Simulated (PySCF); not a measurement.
Isomers of C8H9FN2, mass 152.075 u with the commonest isotopes. The calculation used PBE0/pcSseg-1 in PySCF (dipole) on a GFN2-xTB geometry, gas phase. One conformer each, none proved a minimum here; rigid rotors.

**Question.** Order these by dipole moment, smallest first.
A. `[CH3:1][c:2]1[cH:3][c:4]([F:5])[c:6]([CH:7]2[CH2:8][CH2:9]2)[n:10][n:11]1` with C4–C6–C7–C8 148°
B. `[CH2:1]=[CH:2][c:3]1[n:4][n:5][c:6]([CH3:7])[c:8]([F:9])[c:10]1[CH3:11]` with C1–C2–C3–N4 0°
C. `CC(C)(C)/C(C#N)=C(/F)C#N`

**Answer.** A (2.35 D), B (3.06 D), C (3.53 D).

**Question.** Order these by rotational constant B, smallest first.
A. `CC(C)(C)/C(C#N)=C(/F)C#N`
B. `[CH3:1][c:2]1[cH:3][c:4]([F:5])[c:6]([CH:7]2[CH2:8][CH2:9]2)[n:10][n:11]1` with C4–C6–C7–C8 148°
C. `[CH2:1]=[CH:2][c:3]1[n:4][n:5][c:6]([CH3:7])[c:8]([F:9])[c:10]1[CH3:11]` with C1–C2–C3–N4 0°

**Answer.** B (809.3 MHz), C (906.4 MHz), A (1043 MHz).

**Question.** Order these by radius of gyration √(Σ m r²/M), largest first.
A. `CC(C)(C)/C(C#N)=C(/F)C#N`
B. `[CH3:1][c:2]1[cH:3][c:4]([F:5])[c:6]([CH:7]2[CH2:8][CH2:9]2)[n:10][n:11]1` with C4–C6–C7–C8 148°
C. `[CH2:1]=[CH:2][c:3]1[n:4][n:5][c:6]([CH3:7])[c:8]([F:9])[c:10]1[CH3:11]` with C1–C2–C3–N4 0°

**Answer.** B (2.359 Å), C (2.324 Å), A (2.295 Å).

| SMILES | point group | Ia (u·Å²) | Ib (u·Å²) | Ic (u·Å²) | κ | μa (D) | μb (D) | μc (D) |
| --- | --- | --- | --- | --- | --- | --- | --- | --- |
| C=Cc1nnc(C)c(F)c1C | Cs | 266.88 | 557.54 | 818.16 | -0.55 | 0.09 | 3.06 | 0.00 |
| CC(C)(C)/C(C#N)=C(/F)C#N | Cs | 371.80 | 484.56 | 745.74 | 0.07 | 1.66 | 3.11 | 0.00 |
| Cc1cc(F)c(C2CC2)nn1 | near Cs | 243.04 | 624.46 | 825.08 | -0.73 | 0.83 | 2.20 | 0.08 |
